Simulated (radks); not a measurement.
Values are calculated unless marked as measured or tabulated.
All-electron atom: neutral thulium in [Xe] 4f13 6s2. Level of theory: scalar-relativistic Kohn-Sham, HCTH/407, spin-polarised, spherical densities, point nucleus; open shells are filled with parallel spins first (spin-orbit coupling, left out, can overturn this in heavy ions) (a radial shooting solver on a logarithmic mesh with Libxc functionals).

Local quantities along the radius. ELF = 1/(1 + alpha^2) is the electron localisation function; alpha = (tau - tau_W)/tau_unif compares the Pauli kinetic energy density with that of the uniform gas (summed over spins); r v_xc is r times the local exchange-correlation potential of spin up (hartree bohr). tau is taken from the large components.

r (bohr),ELF,alpha,r v_xc
0.001393,0.999,0.02499,-0.09896
0.001934,0.999,0.02756,-0.1333
0.002663,0.999,0.03196,-0.1760
0.003697,0.998,0.03985,-0.2299
0.005091,0.997,0.05392,-0.2920
0.007068,0.993,0.08255,-0.3631
0.009733,0.980,0.1443,-0.4338
0.01351,0.916,0.3020,-0.4952
0.01861,0.675,0.6932,-0.5266
0.02583,0.360,1.332,-0.5516
0.03557,0.397,1.232,-0.6696
0.04938,0.675,0.6942,-0.8192
0.06855,0.718,0.6268,-0.9407
0.0944,0.424,1.167,-0.9589
0.131,0.430,1.151,-1.085
0.1805,0.723,0.6196,-1.268
0.2505,0.498,1.004,-1.228
0.345,0.298,1.534,-1.223
0.4789,0.702,0.6516,-1.482
0.6595,0.577,0.8558,-1.439
0.9156,0.339,1.397,-1.232
1.261,0.522,0.9570,-1.197
1.75,0.471,1.060,-1.026
2.41,0.129,2.600,-0.6996
3.346,0.252,1.724,-0.6875
4.645,0.901,0.3321,-0.6086
6.397,0.983,0.1310,-0.5768
8.88,0.976,0.1573,-0.4166
12.23,0.637,0.7547,0.003752

On this mesh the ELF has minima near r = 0.030, 0.11, 0.29, 0.92, 2.9 bohr, which separate the shells, and maxima near 0.058 (0.74), 0.18 (0.72), 0.48 (0.70), 1.5 (0.56), 7.5 (0.99).
